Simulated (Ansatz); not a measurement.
Cs₈Cl₈ (started as a model of: 2x2x4 CsCl rock-salt block), relaxed as a singlet with RKS PBE-D4/def2-SVP in Ansatz, starting from the GFN1-xTB geometry. Force threshold 0.03 eV/Å.

In the def2 sets Cs takes a core potential; there is no spin–orbit coupling.

Start:

```xyz
16

Cs   -3.0958   -3.9939    0.0827
Cl   -1.5728   -1.8985   -1.6458
Cs    0.1787    0.4309   -2.6283
Cl    1.8007    2.6297   -4.0482
Cl   -0.6915   -4.7351    1.9074
Cs    0.8897   -2.4641    0.5719
Cl    2.8219   -0.4788   -0.7706
Cs    4.1329    2.0160   -2.0962
Cl   -4.2651   -1.9623    2.1161
Cs   -2.5568    0.2109    0.7777
Cl   -1.2135    2.6509   -0.5342
Cs    0.7758    4.6231   -1.8916
Cs   -1.8151   -2.6418    3.9109
Cl   -0.0320   -0.2722    2.9493
Cs    1.4864    1.8132    1.2793
Cl    3.1567    4.0718    0.0194
```

```
step   energy (eV)  largest force component (eV/Å)  SCF passes
   1  -104525.5012                           0.708          14
   2  -104526.5816                           0.423          16
   3  -104527.2367                           0.171          20
   4  -104527.4084                           0.025          16
   5  -104527.4130                           0.010          16
```

Force components are those of the run's own axes.

End:

```tsv
atom	x (Å)	y (Å)	z (Å)
Cs1	-3.418	-4.409	0.054
Cl2	-1.626	-1.989	-1.379
Cs3	0.152	0.424	-2.969
Cl4	2.010	2.916	-4.227
Cl5	-0.901	-5.027	2.080
Cs6	1.064	-2.740	0.614
Cl7	2.780	-0.208	-0.856
Cs8	4.581	2.194	-2.307
Cl9	-4.483	-2.248	2.294
Cs10	-2.864	0.308	0.848
Cl11	-0.947	2.684	-0.633
Cs12	0.822	5.110	-2.083
Cs13	-1.986	-2.894	4.336
Cl14	-0.207	-0.487	2.867
Cs15	1.648	2.008	1.507
Cl16	3.374	4.360	-0.146
```

By distances, no bond broke or formed. The bond that changes most is Cl14–Cs15, from 3.07 to 3.39 Å (atoms count from 1).

The force fell under the threshold at step 4, but the optimiser went on and released 0.005 eV more. No frequencies were taken in this run, so the end may be a saddle point.

It took 92 s on 4 threads of Arm Neoverse V1 on a shared host, peak host memory 1.3 GiB.
